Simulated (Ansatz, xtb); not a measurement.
# FH3OSi2: which of two isomers lies lower

Structure X is `F[Si@@H]1O[SiH2]1`, a singlet and structure Y is `F[SiH2]O[SiH]`, a singlet. Both are isolated molecules in the gas phase, relaxed with B3LYP-D3(BJ)/def2-SVP, each in the lowest conformer that the search found.

**Question.** Estimate E(Y) − E(X) at the level CCSD(T)/def2-TZVP.

**Answer.** Calculated at CCSD(T)/def2-TZVP: E(Y) − E(X) = −8.1 kcal/mol, so structure Y lies lower.

Level by level:

```tsv
level	geometry	E(Y) − E(X) (kcal/mol)	departure from the last row (kcal/mol)	job, with rough time for the two
GFN2-xTB	GFN2-xTB	−26.2	−18.1	optimisation, 0.13 s
HF/STO-3G	GFN2-xTB	−29.1	−21.0	single point, 0.22 s
r2SCAN-D4/def2-SVP	GFN2-xTB	−3.1	+5.0	single point, 2.8 s
B3LYP-D3(BJ)/def2-SVP	B3LYP-D3(BJ)/def2-SVP	−10.1	−2.0	optimisation, 32 s
HF/def2-TZVP	B3LYP-D3(BJ)/def2-SVP	−16.0	−7.8	part of the CCSD(T) run
MP2/def2-TZVP	B3LYP-D3(BJ)/def2-SVP	−5.6	+2.6	part of the CCSD(T) run
CCSD(T)/def2-TZVP	B3LYP-D3(BJ)/def2-SVP	−8.1		single point, 51 s
```

As drawn, X has 1 Si–Si more. Structure X has a 3-membered ring, Y no ring.

The levels shown agree on the order. The largest departure from CCSD(T)/def2-TZVP is that of HF/STO-3G, 21.0 kcal/mol.

With harmonic frequencies from B3LYP-D3(BJ)/def2-SVP (ideal gas, rigid rotor, one conformer each, 298.15 K, 1 atm): on the last row, ΔE + ΔZPE = −8.8 kcal/mol. A mode under 50 cm⁻¹ makes harmonic enthalpies and free energies unreliable, so none is given.

The correlated steps freeze 12 core orbitals. Run with Ansatz 0.2.0, xtb 6.7.1; the last row on 2 threads of Arm Neoverse V2 on a shared host.
